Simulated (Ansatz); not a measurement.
Compare A (`CCO[SiH2]C`) with its isomer B (`CC(C)O[SiH3]`).

Gas-phase electronic energies from Ansatz, PBE0-D4/def2-TZVP geometries. CCSD(T)/CBS adds triple-zeta CCSD(T) − MP2 to the extrapolated MP2 energy (def2 sets, frozen cores). DFT in def2-TZVPP. B3LYP here is the variant with VWN-RPA as its local correlation; programs differ in this. Each species was taken in one conformer, which may not be the lowest.

**Question.** Which is lower in electronic energy at CCSD(T)/CBS, and by how much? (Estimate.)

**Answer.** Computed: A, by 32.4 kJ/mol.

**Question.** Give E(B) − E(A) in kJ/mol with r2SCAN-D4, MP2/def2-TZVPP, B3LYP, PBE-D4, CCSD/def2-TZVPP, B2PLYP, CCSD(T)/def2-TZVPP. (Estimate.)

**Answer.** Computed: r2SCAN-D4 36.5, MP2/def2-TZVPP 31.9, B3LYP 37.1, PBE-D4 36.0, CCSD/def2-TZVPP 31.8, B2PLYP 35.0, CCSD(T)/def2-TZVPP 31.2. None reverses the order clearly.

Largest T1 diagnostic: 0.010.
